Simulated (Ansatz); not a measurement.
B2Cl4, charge +1, quartet, at a GFN2-xTB geometry of the parent state (a state made from the parent by changing its charge; the spin is typed, not shown lowest); PBE0/3-21G run with Ansatz (a quantum-chemistry and plane-wave program).

Here is a job for Ansatz.
Ansatz 0.2 input:
```yaml
crystal:
  periodic: [false, false, false]
  atoms:
    - {symbol: Cl, position_ang: [-1.72231116, -1.20807352, 0.89204460]}
    - {symbol: B, position_ang: [-0.84531679, -0.07852237, -0.06467927]}
    - {symbol: Cl, position_ang: [-1.75980786, 0.88461581, -1.15847834]}
    - {symbol: B, position_ang: [0.84531679, 0.07852237, 0.06467927]}
    - {symbol: Cl, position_ang: [1.91510219, -0.85476349, -0.90736095]}
    - {symbol: Cl, position_ang: [1.56701683, 1.17822120, 1.17379469]}
basis:
  gaussian:
    orbitals: 3-21G.json
hamiltonian:
  xc: pbe0
total_charge: 1
magnetization: {spin_polarized: true, initial_magnetization: 3}
```
The basis file holds 3-21G in the JSON format of the Basis Set Exchange.

Output, abridged:

```
Functional definition: PBE0
798 factors; integrals over basis functions are off by at most 2.1e-4 eV
mean field evaluation 1: about -51160.0343 eV, gradient 1.8e1 eV
mean field evaluation 2: about -51149.2713 eV, gradient 4.0e1 eV
mean field evaluation 4: about -51163.2358 eV, gradient 6.0e0 eV
mean field evaluation 8: about -51163.5900 eV, gradient 3.0e-1 eV
mean field evaluation 16: about -51163.7195 eV, gradient 8.8e-4 eV
mean field evaluation 32: about -51160.0343 eV, gradient 1.8e1 eV
mean field evaluation 64: about -51163.6533 eV, gradient 1.7e0 eV
mean field evaluation 96: about -51163.0214 eV, gradient 6.4e0 eV
mean field -51163.71951444 eV, -1880.2320121411 hartree, gradient 4.9e-6 eV, S^2 3.756675; 11 other end points of the search recorded, 0 dependent functions left out
reference -51163.71953728 eV, -1880.2320129802 hartree; 40, 37 occupied and 30, 33 virtual orbitals, 798 factors
Total energy: -51163.71953728 eV, -1880.2320129802 hartree
```
